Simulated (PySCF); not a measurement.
C5H3Br, SMILES C#CC(Br)=C=C. Atoms are numbered in the order given.

```xyz
9

C      2.6672     1.2521     0.0000
C      1.4923     0.9506     0.0000
C      0.1249     0.5780     0.0000
Br    -0.2331    -1.3005     0.0000
C     -0.8849     1.4202     0.0000
C     -1.8847     2.2576     0.0000
H      3.7070     1.5229     0.0000
H     -2.3195     2.6225     0.9377
H     -2.3195     2.6225    -0.9377
```

Coordinates come from a PBE0-D3(BJ)/def2-SVP optimisation. The structure was generated by enumeration, and PubChem lists no compound with its InChIKey, so it may never have been made.

Computed with PBE0/pcSseg-1 (PySCF).

GIAO shieldings, no solvent; atoms alike by connectivity are averaged. δ = σ(ref) − σ: ¹³C against TMS (σ = 186.3 ppm); ¹H against TMS (σ = 31.56 ppm), references at their B3LYP-D3(BJ)/def2-TZVP geometries, non-relativistic (without spin–orbit terms, shifts of atoms bonded to Cl or Br come out too high).

```csv
atoms,nucleus,count,δ (ppm)
C5,¹³C,1,233.3
C1,¹³C,1,…
C3,¹³C,1,95.9
C6,¹³C,1,…
C2,¹³C,1,79.6
"H8, H9",¹H,2,…
H7,¹H,1,3.93
```

Some entries are withheld; supply them. (Estimate from the structure and the level; the computed values follow.)


- H8, H9, δ (ppm): 5.87
- C1, δ (ppm): 98.7
- C6, δ (ppm): 89.4
